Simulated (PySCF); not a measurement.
## Bonding in `C#CC[SiH2]S[SiH2]O[SiH3]`

Species: C₃H₁₀OSSi₃.
Atom-mapped SMILES: `[CH:1]#[C:2][CH2:3][SiH2:4][S:5][SiH2:6][O:7][SiH3:8]` (hydrogens: H9 on C1; H10, H11 on C3; H12, H13 on Si4; H14, H15 on Si6; H16, H17, H18 on Si8)

Geometry (GFN2-xTB, Å), atoms numbered from 1 in this order:
```xyz
18
C3H10OSSi3 angstrom
C     -5.1530   -0.3341   -0.0125
C     -4.0354   -0.5433    0.3615
C     -2.6814   -0.7785    0.7929
Si    -1.4362    0.1580   -0.2989
S      0.4953   -0.3292    0.5092
Si     1.7717    0.7754   -0.7998
O      3.2850    0.5254   -0.3348
Si     4.5002   -0.0844    0.5642
H     -6.1398   -0.1647   -0.3241
H     -2.5762   -0.4667    1.8350
H     -2.4760   -1.8510    0.7554
H     -1.6300    1.6047   -0.2292
H     -1.4925   -0.2888   -1.6891
H      1.6370    0.2580   -2.1520
H      1.4914    2.1942   -0.6503
H      5.1736    1.0950    1.1020
H      5.3171   -0.8258   -0.3935
H      3.9405   -0.9378    1.6057
```

Bond orders from the PBE0/pcSseg-1 density (PySCF). Isolated species at its GFN2-xTB geometry (one conformer only).

Question: How far do the computed orders between heavy atoms stray from the drawn ones?

Answer: The largest departure is 0.467, at C1–C2 (drawn triple, 2.533). Drawn double or triple, more than 0.30 short of the drawn order: C1–C2 (2.533).

Question: Give the Mayer order of every bond, beside its length.

Answer: 
```csv
bond,drawn as,length (Å),Mayer order
C1–C2,triple,1.197,2.533
C2–C3,single,1.440,1.111
C3–Si4,single,1.903,0.886
Si4–S5,single,2.150,0.946
S5–Si6,single,2.136,0.921
Si6–O7,single,1.603,0.989
O7–Si8,single,1.630,0.888
C1–H9,single,1.049,1.149
C3–H10,single,1.093,0.909
C3–H11,single,1.093,0.909
Si4–H12,single,1.461,0.923
Si4–H13,single,1.461,0.923
Si6–H14,single,1.454,0.905
Si6–H15,single,1.454,0.904
Si8–H16,single,1.461,0.930
Si8–H17,single,1.461,0.930
Si8–H18,single,1.458,0.927
```

Bonds between the same two heavy elements. C–C: lowest C2–C3 (1.111, 1.440 Å), highest C1–C2 (2.533, 1.197 Å). S–Si: lowest S5–Si6 (0.921, 2.136 Å), highest Si4–S5 (0.946, 2.150 Å); in 1 of the 1 pairs the longer bond (by over 0.003 Å) has the higher order (by 0.02 or more). O–Si: lowest O7–Si8 (0.888, 1.630 Å), highest Si6–O7 (0.989, 1.603 Å).

Question: Sum the orders of all bonds at each heavy atom with more than one neighbour and set the sums beside the valence in the SMILES.

Answer: C1 3.682 (drawn 4), C2 3.644 (drawn 4), C3 3.815 (drawn 4), Si4 3.678 (drawn 4), S5 1.867 (drawn 2), Si6 3.719 (drawn 4), O7 1.877 (drawn 2), Si8 3.675 (drawn 4). Orders between atoms that aren't bonded are not in these sums.

For a closed shell the Mayer order of atoms A and B is Σ (PS)μν (PS)νμ over the basis functions μ on A and ν on B, with P the density and S the overlap matrix.
